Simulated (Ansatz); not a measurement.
A series at Si: from orthosilicic acid, ligands are replaced one by one, each step taking up H–F and setting free H₂O; n counts the steps. Ansatz, PBE0-D4/def2-TZVP geometries. Each molecule was computed in one conformer, which needn't be the lowest.

CBS adds triple-zeta CCSD(T) − MP2 to the MP2 limit, frozen cores; atoms without spin–orbit coupling. 

```json
{"n": "0", "molecule": "`O[Si](O)(O)O`", "atomization energy, CCSD(T)/CBS (kJ/mol)": "3791.1"}
{"n": "1", "molecule": "`O[Si](O)(O)F`", "atomization energy, CCSD(T)/CBS (kJ/mol)": "?"}
{"n": "2", "molecule": "`O[Si](O)(F)F`", "atomization energy, CCSD(T)/CBS (kJ/mol)": "3101.9"}
{"n": "3", "molecule": "`O[Si](F)(F)F`", "atomization energy, CCSD(T)/CBS (kJ/mol)": "2754.9"}
{"n": "4", "molecule": "`F[Si](F)(F)F`", "atomization energy, CCSD(T)/CBS (kJ/mol)": "2404.1"}
```

**Question.** By hand: fit a straight line y = ȳ + b (n − n̄) to the 4 given rows and predict n = 1.

**Answer.** n̄ = 2.250, ȳ = 3013.00; Σ(n − n̄)(y − ȳ) = -3032.10, Σ(n − n̄)² = 8.750, so b = -346.53 kJ/mol a step. Prediction: 3013.00 + (-346.53) × (-1.250) = 3446.2 kJ/mol.

**Question.** By hand: compare with the computed value, 3446.9 kJ/mol, and give the steps along the whole series.

**Answer.** The line misses by 0.7 kJ/mol (computed minus predicted). Steps: -344.2, -345.0, -347.0, -350.8 kJ/mol.

The steps differ by at most 6.6 kJ/mol, 1.9 % of a mean step, so the ligands' effects nearly add and a line is close. The miss is 0.1 % of the series' range. The energies themselves are unsure by some kJ/mol a bond, though much of that is common to the series.
